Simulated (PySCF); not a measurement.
# Cadmium: a sound run and one with changed settings

Sound run: Cd [Kr] 4d10 5s2, Cd+ [Kr] 4d10 5s1. All numbers are calculated (PySCF 2.14, a scalar-relativistic core potential, in cc-pVDZ-PP with ECP28MDF). The sound run starts from symmetry-adapted Hartree-Fock orbitals and uses a fine grid where one is needed.

A second run was set up differently.

```tsv
species	method	sound run (hartree)	changed run (hartree)	converged
Cd	UHF	-166.83775	-166.83775	yes
Cd	M06-2X	-167.66411	-168.14657	yes
Cd	PBE	-167.74068	-172.95241	yes
Cd+	UHF	-166.56450	-166.56450	yes
Cd+	M06-2X	-167.33736	-167.79637	yes
Cd+	PBE	-167.40163	-172.58173	yes
```

Ionisation energy of Cd:

| method | sound run (eV) | changed run (eV) |
| --- | --- | --- |
| UHF | 7.435 | 7.435 |
| M06-2X | 8.891 | 9.530 |

What was changed?
A. all electrons correlated in a valence basis
B. too few SCF iterations
C. angular grid far too coarse
D. basis contracted for another Hamiltonian

C. It used 6 angular points. A coarse angular grid integrates products of high-l functions wrongly, so density functionals can shift, and the SCF can exploit the error; Hartree-Fock and MP2 need no grid.
